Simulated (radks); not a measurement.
Values are calculated unless marked as measured or tabulated.
N I, configuration [He] 2s2 2p3.

Level of theory: non-relativistic Kohn-Sham, BLYP, spin-unpolarised, spherical densities, point nucleus (a radial shooting solver on a logarithmic mesh with Libxc functionals).

Energy parts (Ry):
| part | energy |
|---|---|
| total | -108.97232 |
| kinetic | 108.66714 |
| electron-nucleus | -256.15211 |
| Hartree | 51.77095 |
| exchange-correlation | -13.25830 |

Orbitals (lengths in bohr, moments of r in powers of bohr; <r^-3> diverges for s and p1/2; r(90%) holds 90 % of the orbital's charge):
\begin{tabular}{lrrrrrr}
orbital & occ. & eigenvalue (Ry) & <r^-3> & <r^2> & <r^4> & r(90%) \\ \hline
1s & 2 & -28.30621 & - & 0.07152 & 0.01347 & 0.412 \\
2s & 2 & -1.35396 & - & 2.126 & 9.084 & 2.13 \\
2p & 3 & -0.51951 & 3.157 & 2.939 & 23.16 & 2.61 \\
\end{tabular}

The highest occupied level is 2p at -7.068 eV. For comparison, the ionisation energy in NIST's Atomic Spectra Database is 14.534 eV (measured). In exact Kohn-Sham theory the highest level is minus the ionisation energy, but local and semilocal functionals leave it too shallow, through self-interaction and a potential that decays too fast; potentials with the right tail come closer. Summed over all electrons, <r^2> = 13.21 bohr^2, which gives a Langevin (diamagnetic) susceptibility term of -10.5 x 10^-6 cm^3/mol. Virial ratio -V/T = 2.00281. The electron density at the nucleus is 207.7 e/bohr^3.

Beside tabulated values, note that spin-unpolarised runs miss the spin-polarisation part of the exchange energy of open shells.
